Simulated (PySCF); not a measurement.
Two-component Hartree-Fock for Kr(31+) (krypton, charge +31)

Start: [He] 2s2 2p1; 2p1/2 filled at m_j = +1/2. Calculated with PySCF 2.14 in an even-tempered Gaussian basis (17 s from 12 bohr⁻², ratio 2.4; 12 p from 15 bohr⁻², ratio 2.4; 5 d from 51 bohr⁻², ratio 2.6; 4 f from 76 bohr⁻², ratio 2.6): generalised Hartree-Fock with the X2C-1e Hamiltonian and a Gaussian nucleus; one run each with spin-orbit coupling (SO) switched off, then screened by Boettger's factors.

```
spinor shell  electrons  ε, spin-free (eV)  ε, screened SO (eV)  weight of nominal j (screened SO)  rms radius, screened SO (bohr)
       1s1/2          2           -16713.0             -16710.0                              1.000                          0.0474
       2s1/2          2            -3827.5              -3826.5                              1.000                           0.186
       2p1/2          1            -3716.3              -3759.1                              1.000                           0.159
```

```
   quantity    spin-free  screened SO
E (hartree)  -1729.21974  -1730.79084
        M_J          1/2          1/2
       ⟨J²⟩        1.115        0.750
       ⟨L²⟩        2.000        2.000
       ⟨S²⟩        0.750        0.750
```

Each row is a mean over spinors that exchange with the open shell spreads, by up to 9.410 eV (2s1/2).

Without spin-orbit coupling the j labels of p, d and f shells carry no meaning; the spin-free column gives the mean over the occupied spinors of each nl shell, and its ⟨J²⟩ belongs to a mixture of degenerate components.
